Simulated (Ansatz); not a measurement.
Total energies of `CO[SiH2][SiH3]`.

Z-matrix (Å, degrees):
```
C
O 1 1.409
H 1 1.091 2 108.3
H 1 1.096 2 111.4 3 -119.3
H 1 1.096 2 111.4 3 119.3
Si 2 1.647 1 122.3 3 180.0
Si 6 2.337 2 107.0 1 -180.0
H 6 1.494 2 110.4 1 -58.8
H 6 1.494 2 110.4 1 58.8
H 7 1.489 6 109.1 2 180.0
H 7 1.487 6 110.7 2 -60.5
H 7 1.487 6 110.7 2 60.4
```

Total charge 0; spin multiplicity 1. The geometry is a stationary point of PBE0-D4/def2-TZVP. It is one conformer, not always the lowest. Basis def2-TZVPP, Ansatz 0.2.0.

RPA on PBE orbitals: Hartree–Fock energy of these orbitals -695.28926 Eh, correlation -1.18153 Eh (frozen core).

```tsv
functional	energy without D4 (Eh)	D4 term (kJ/mol)
PBE	-696.75788	-22.2
revPBE	-697.04634	-66.0
BLYP	-697.15628	-48.4
r2SCAN	-697.08953	-5.6
B97M-V	-697.03919	–
B3LYP	-697.26270	-35.8
r2SCAN0	-697.06893	-6.6
CAM-B3LYP	-697.17385	-19.2
ωB97X-V	-697.08265	–
PBE-QIDH	-696.64449	–
```

Question: Give the same for LDA (SPW92), PBE0, r2SCANh, HSE06 (plane-wave form), BHLYP, LC-ωPBE, ωB97M-V, B2PLYP. (Best estimate.)

Answer: Ansatz gave: 
| functional | energy without D4 (Eh) | D4 term (kJ/mol) |
| --- | --- | --- |
| LDA (SPW92) | -693.91864 | – |
| PBE0 | -696.82876 | -18.9 |
| r2SCANh | -697.08086 | -5.9 |
| HSE06 (plane-wave form) | -696.80893 | -17.6 |
| BHLYP | -697.14848 | -28.0 |
| LC-ωPBE | -696.96291 | – |
| ωB97M-V | -697.10179 | – |
| B2PLYP | -696.87500 | – |

B3LYP takes the VWN-RPA correlation (the form of Gaussian; ORCA's B3LYP/G). HSE06 is the plane-wave form, built on full-range PBE exchange. The double hybrids freeze the cores in their second-order part.

LC-ωPBE has ω = 0.4 bohr⁻¹.
